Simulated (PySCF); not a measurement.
Species: C₃H₁₀Si₂.
Cartesian coordinates in Å at the GFN2-xTB level; atoms count from 1:
```
atom  x, y, z in Å
C1     1.8816   -0.5771   -0.3483
C2     0.6550   -0.2299    0.4852
Si3   -0.9873   -1.1449    0.0614
C4    -1.8215    0.5786   -0.0449
Si5   -0.1526    1.4947    0.1908
H6     2.1912   -1.6079   -0.1771
H7     1.6715   -0.4606   -1.4096
H8     2.7201    0.0729   -0.0991
H9     0.9195   -0.3640    1.5371
H10   -1.5014   -2.0402    1.1013
H11   -0.9445   -1.8597   -1.2164
H12   -2.3345    0.7871   -0.9797
H13   -2.5394    0.7667    0.7492
H14   -0.0892    2.4263    1.3207
H15    0.3272    2.1662   -1.0198
```

The calculation used CAM-B3LYP/def2-SVPD in PySCF (dipole) on a GFN2-xTB geometry, gas phase.

Masses are those of the commonest isotopes; rigid-rotor values at the optimised geometry. 

Give the principal moments of inertia and the rotational constants in MHz.

Ia = 144.63, Ib = 158.54, Ic = 272.09 u·Å²; 505379 MHz·u·Å²/I gives A = 3494, B = 3188, C = 1857 MHz.

Classify the top.

An asymmetric top. Ray's parameter κ = (2B − A − C)/(A − C) = 0.626; −1 is the prolate and +1 the oblate limit.

Is it planar, by Δ = Ic − Ia − Ib?

Not planar: Δ = Ic − Ia − Ib = -31.08 u·Å². For a rigid frame Δ = −2 Σ m c², so Σ m c² = 15.54 u·Å² lies off the ab plane: 11.29 from hydrogen and 4.25 from heavier atoms. The atom farthest from that plane is 1.53 Å away.

Which lines would a microwave search look for?

The dipole components are |μa| = 0.01 D, |μb| = 0.00 D, |μc| = 0.19 D; the mirror of this Cs structure is the ac plane, so μb vanishes by symmetry and there are no b-type lines. Intensities carry the squares of the components, which stand as 0.00 : 1.00 (a : c). Some lines, for components of 0.1 D or more:

```csv
type,branch,"J(Ka,Kc)",MHz,lower level (cm⁻¹)
c,Q,"1(1,1) ← 1(0,1)",306,0.168
c,Q,"4(3,2) ← 4(2,2)",645,2.011
c,Q,"2(2,1) ← 2(1,1)",919,0.604
c,Q,"3(3,1) ← 3(2,1)",1834,1.258
c,Q,"4(4,1) ← 4(3,1)",3033,2.133
c,R,"1(1,0) ← 0(0,0)",6682,0.000
c,R,"2(1,1) ← 1(0,1)",13057,0.168
c,R,"2(2,0) ← 1(1,0)",13411,0.223
c,R,"3(1,2) ← 2(0,2)",19864,0.469
c,R,"3(2,2) ← 2(1,2)",20046,0.471
c,R,"3(3,0) ← 2(2,0)",20227,0.670
c,R,"3(3,1) ← 2(2,1)",20533,0.634
c,R,"4(1,3) ← 3(0,3)",26618,0.891
c,R,"4(3,2) ← 3(2,2)",26764,1.139
c,R,"4(4,0) ← 3(3,0)",27144,1.345
```

Estimate the classical rotational partition function at 50 K, 100 K and 500 K.

Point group Cs, symmetry number σ = 1; q = (√π/σ)·√((kT/h)³/(ABC)), k/h = 20836.6 MHz/K: 13100 at 50 K, 37100 at 100 K, 414000 at 500 K.

No frequency check. No vibrational averaging or centrifugal distortion is included, and the geometry carries the error of its method. A rigid rotor knows nothing of internal rotation, which can split or shift real lines.

The run took 32 s on one thread of an Arm Neoverse V2, on a shared host. This is the CAM-B3LYP/def2-SVPD job that gave the dipole, with the excitations it also computed.
